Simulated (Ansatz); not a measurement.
Geometry optimisation, RKS PBE/def2-SVP (Ansatz 0.2.0).

The input (input.yaml):

```yaml
crystal:
  periodic: [false, false, false]
  atoms:
    - { symbol: Sn, position_ang: [-0.149918, 0.154297, -0.047573] }
    - { symbol: O, position_ang: [-0.05712, 0.16718, 1.941272] }
    - { symbol: H, position_ang: [-0.866537, -0.191345, 2.347903] }
    - { symbol: H, position_ang: [1.506671, 0.26566, -0.482086] }
    - { symbol: H, position_ang: [-1.016466, 1.589952, -0.510346] }
    - { symbol: H, position_ang: [-0.984284, -1.253179, -0.598332] }
    - { symbol: F, position_ang: [1.287111, -2.256216, 1.20462] }
    - { symbol: H, position_ang: [1.245144, -1.60095, 1.868842] }
basis:
  gaussian: { orbitals: def2-SVP }
hamiltonian:
  xc: pbe
relax:
  f_tol: 0.03
  max_steps: 50
```

Command:

```bash
$ ansatz run input.yaml --threads 1 --pin off --max-ram 2048MiB --backend cpu --events-out ev --progress --plain --runs-dir out
```

Task: Where does it end, and by what steps?

Result: It converged. The force dipped under the threshold on the way, but the program's further checks kept it going. After 9 steps the energy has fallen by 0.290 eV; H8 moved furthest, 0.44 Å.

```tsv
step	energy less start (eV)	largest force component (eV/Å)	accepted
0	0.0000	0.913	yes
1	-0.1558	0.763	yes
2	-0.2447	1.014	yes
3	-0.2637	1.038	yes
4	-0.2865	0.071	yes
5	-0.2880	0.044	yes
6	-0.2892	0.028	yes
7	-0.2898	0.070	yes
8	-0.2896	0.055	no
9	-0.2900	0.008	yes
```

```xyz
8
Properties=species:S:1:pos:R:3
Sn -0.073 0.067 -0.091
O 0.095 -0.071 1.964
H -0.779 -0.075 2.398
H 1.541 0.299 -0.614
H -1.031 1.499 -0.301
H -0.904 -1.308 -0.710
F 1.267 -2.118 1.269
H 0.849 -1.418 1.811
```

Whether the end is a true minimum wasn't checked by a vibrational analysis.

Run time: 18 s on 1 thread of Intel(R) Xeon(R) Platinum 8488C (Sapphire Rapids), on a shared host, peak memory 0.16 GiB.
